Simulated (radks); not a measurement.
Problem. Radial electron density D(r) = 4 pi r^2 rho(r) of an atom or ion with 29 electrons. All-electron calculation, scalar-relativistic Kohn-Sham, PBE, spin-polarised, spherical densities, finite nucleus; Fermi nuclear charge, rms radius of each element as measured or else 0.836 A^(1/3) + 0.57 fm. Program: a radial shooting solver on a logarithmic mesh with Libxc functionals.

r (bohr)  D(r) (e/bohr)   spin D(r)
0.006676          7.582     0.00340
0.008833          11.51     0.00509
0.01169           16.75     0.00727
0.01546           23.10     0.00966
0.0203            29.50      0.0115
0.02686           34.73      0.0119
0.03554           36.65     0.00926
0.04664           34.60     0.00399
0.06172           30.56   -0.000826
0.08166           29.50     0.00201
0.1072            34.37      0.0156
0.1418            41.12      0.0281
0.1876            39.98      0.0129
0.2483            28.98     -0.0279
0.3259            20.02     -0.0391
0.4312            21.23    -0.00155
0.5705            24.65  -0.0000978
0.7488            20.42     -0.0485
0.9908            11.57      0.0177
1.311             5.085       0.275
1.721             2.199       0.507
2.277            0.9784       0.498
3.013            0.3770       0.278
3.986           0.09750      0.0855
5.232           0.01440      0.0136
6.923         0.0008204    0.000803

What is the nuclear charge?

Solution. Z = 30. The innermost maximum, from 1s, lies near gamma/Z bohr with gamma = sqrt(1 - (Z/c)^2) = 0.976, here 0.0325 bohr (found: 0.0350), and its height grows with Z. The density is that of the zinc ion Zn+ in [Ar] 3d10 4s1; the configuration itself is not fixed sharply by these data, and Z only to about a unit. D(r) has 3 maxima, at r = 0.0350, 0.160, 0.571 bohr, and minima at 0.0754, 0.359 bohr, inside which lie 2.10, 10.89 electrons.
